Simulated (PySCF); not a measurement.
A GIAO shielding run with PySCF 2.14 (density fitting, non-relativistic, gas phase) on tetramethylborate (C[B-](C)(C)C, [C4H12B]-):

```
$ OMP_NUM_THREADS=1 python probes_run.py task.json out

{"job": {"kind": "nmr", "xc": "B97-2", "basis": "pcSseg-2", "pop": false}, "charge": -1, "multiplicity": 1}
C     -0.022122    -1.252337    -1.067390
B      0.000305     0.000578    -0.000036
C      0.074635     1.423124    -0.824300
C     -1.370406    -0.033868     0.911717
C      1.314732    -0.136668     0.981194
H     -0.885146    -1.203139    -1.749509
H     -0.076974    -2.229232    -0.561854
H      0.878056    -1.276825    -1.701192
H      0.092761     2.294255    -0.150918
H     -0.789281     1.562287    -1.492982
H      0.974764     1.494044    -1.454590
H     -2.280225     0.048150     0.297007
H     -1.463208    -0.967690     1.487691
H     -1.407377     0.790572     1.640793
H      1.311143    -1.078852     1.551013
H      2.260313    -0.113439     0.417319
H      1.368750     0.678060     1.719942
```

Hardware: 1 thread of an Arm Neoverse V1, shared host.

Question: How large is the calculation?

Answer: 42 electrons, 348 basis functions and 881 auxiliary functions.

Question: How long does it take, and how much memory does it need?

Answer: 52 s of wall time, with 12 SCF cycles and 4 response iterations; peak memory 1.5 GiB. Times on a shared host scatter by some tens of per cent.

Question: And these other runs on the same molecule and hardware: GIAO shielding at KT3/pcSseg-2; GIAO shielding at PBE0/pcSseg-2; GIAO shielding at wB97X-D/pcSseg-2?

Answer: KT3/pcSseg-2: 348 functions, 76 s; PBE0/pcSseg-2: 348 functions, 77 s; wB97X-D/pcSseg-2: 348 functions, 75 s.
